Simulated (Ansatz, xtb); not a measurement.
Relaxing a trial structure of B3H7SSi

The starting geometry of this gas-phase singlet was built from a drawn formula by distance geometry and a force field; its bonds are those of `BBS[SiH2]B`.

```tsv
atom	x (Å)	y (Å)	z (Å)
B	-1.6071	-1.2269	0.3788
B	-0.4231	-1.9069	1.3145
B	1.6311	0.7211	-0.2962
S	1.2029	-2.5371	0.4665
Si	2.2053	-0.6416	0.8946
H	-2.6250	-0.8937	0.9322
H	-1.4768	-1.0133	-0.7601
H	-0.5484	-2.1399	2.4212
H	3.6522	-0.8457	0.6479
H	1.9683	-0.2722	2.3171
H	0.8225	0.5387	-1.0773
H	2.0805	1.8233	-0.2113
```

Task: Where would you expect an optimisation with r2SCAN-D4/def2-SVP to take it?

Result: It keeps its bonds, and is `BBS[SiH2]B`.

The energy falls by 1.63 eV over 22 steps:

```json
{"step": "1", "E − E(last) (eV)": "1.631"}
{"step": "3", "E − E(last) (eV)": "1.184"}
{"step": "6", "E − E(last) (eV)": "0.999"}
{"step": "8", "E − E(last) (eV)": "0.724"}
{"step": "10", "E − E(last) (eV)": "0.441"}
{"step": "13", "E − E(last) (eV)": "0.157"}
{"step": "15", "E − E(last) (eV)": "0.071"}
{"step": "17", "E − E(last) (eV)": "0.035"}
{"step": "20", "E − E(last) (eV)": "0.000"}
{"step": "22", "E − E(last) (eV)": "0.000"}
```

Final geometry (Å):

```
atom    x (Å)    y (Å)    z (Å)
   B  -2.1708  -1.8673   0.4900
   B  -0.6389  -1.2629   0.7105
   B   2.1863   1.0096   0.0630
   S   0.8235  -2.2291   0.3281
  Si   2.3720  -0.8023   0.9114
   H  -2.7657  -2.4411   1.3757
   H  -2.7740  -1.7226  -0.5506
   H  -0.4979  -0.1338   1.1452
   H   3.6847  -1.4160   0.5291
   H   2.3582  -0.6772   2.4041
   H   1.3058   1.2862  -0.7132
   H   2.9989   1.8624   0.3345
```

From the same start GFN2-xTB ends elsewhere, differing in B1–B3 (1.88 against 5.24 Å here), B3–H6 (1.33 against 6.18 Å here).

The end wasn't checked by frequencies. Run with Ansatz 0.2.0, 22 s on 2 threads of AMD EPYC 9R45 96-Core Processor (Zen 5), with other jobs on the host.
